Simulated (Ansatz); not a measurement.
Geometry optimisation, Ansatz 0.2.0, RKS PBE0-D4/def2-mTZVP.

input.yaml

```yaml
crystal:
  periodic: [false, false, false]
  atoms:
    - { symbol: B, position_ang: [0.0, 0.0, 0.0] }
    - { symbol: "N", position_ang: [0.0, 0.0, 1.9] }
    - { symbol: H, position_ang: [-0.877, -0.2713, 2.43] }
    - { symbol: H, position_ang: [0.877, 0.2713, 2.43] }
    - { symbol: Cl, position_ang: [1.6108, 0.0, -0.93] }
    - { symbol: Cl, position_ang: [-1.6108, 0.0, -0.93] }
    - { symbol: P, position_ang: [-0.643, 1.9963, 0.6969] }
    - { symbol: H, position_ang: [-1.9506, 2.2682, 0.2146] }
    - { symbol: H, position_ang: [-0.6475, 2.024, 2.1166] }
    - { symbol: H, position_ang: [-0.3498, 1.0859, 1.7636] }
basis:
  gaussian: { orbitals: def2-mTZVP }
hamiltonian:
  xc: pbe0
  dispersion: d4
relax:
  f_tol: 0.15
  max_steps: 25
  restrain:
    - { distance: [0, 6], at: 1.91, k: 30.0 }
    - { distance: [9, 1], at: 1.06, k: 30.0 }
    - { distance: [0, 1], at: 2.75, k: 30.0 }
    - { distance: [9, 6], at: 2.62, k: 30.0 }
```

Command:

```bash
$ ansatz run input.yaml --threads 4 --pin off --max-ram 5120MiB --backend cpu --events-out ev --progress --plain --runs-dir out
```

Question: Where does it end, and by what steps?

Answer: The run converged. The restraints hold the end off the free minimum; the threshold counts their pulls, which the force column leaves out. Restrained pairs: B1–P7 (2.21 → 1.91 Å), N2–H10 (1.15 → 1.03 Å), B1–N2 (1.90 → 2.74 Å), P7–H10 (1.43 → 2.63 Å). After 10 steps the energy has fallen by 5.874 eV (the restraints' own energy left out); H9 moved furthest, 1.37 Å.

```tsv
step	energy less start (eV)	largest force component (eV/Å)	accepted
0	0.0000	5.935	yes
1	-1.8964	3.752	yes
2	-2.4989	3.146	yes
3	-3.2132	2.979	yes
4	-4.6759	2.635	yes
5	-5.5156	1.189	yes
6	-5.6494	1.215	yes
7	-5.7413	1.158	yes
8	-5.8172	1.090	yes
9	-5.8621	0.990	yes
10	-5.8743	0.971	yes
```

```xyz
10
Properties=species:S:1:pos:R:3
B -0.214 0.642 -0.441
N -0.223 -0.130 2.188
H -0.845 -0.692 2.759
H 0.705 -0.174 2.593
Cl 1.503 0.333 -0.668
Cl -1.388 -0.473 -1.122
P -0.799 2.381 0.098
H -1.903 1.997 0.904
H 0.114 2.637 1.154
H -0.540 0.854 2.228
```

The run took 19 s on 4 threads of Intel(R) Xeon(R) Platinum 8488C (Sapphire Rapids), with other jobs on the host, peak memory 0.3 GiB.
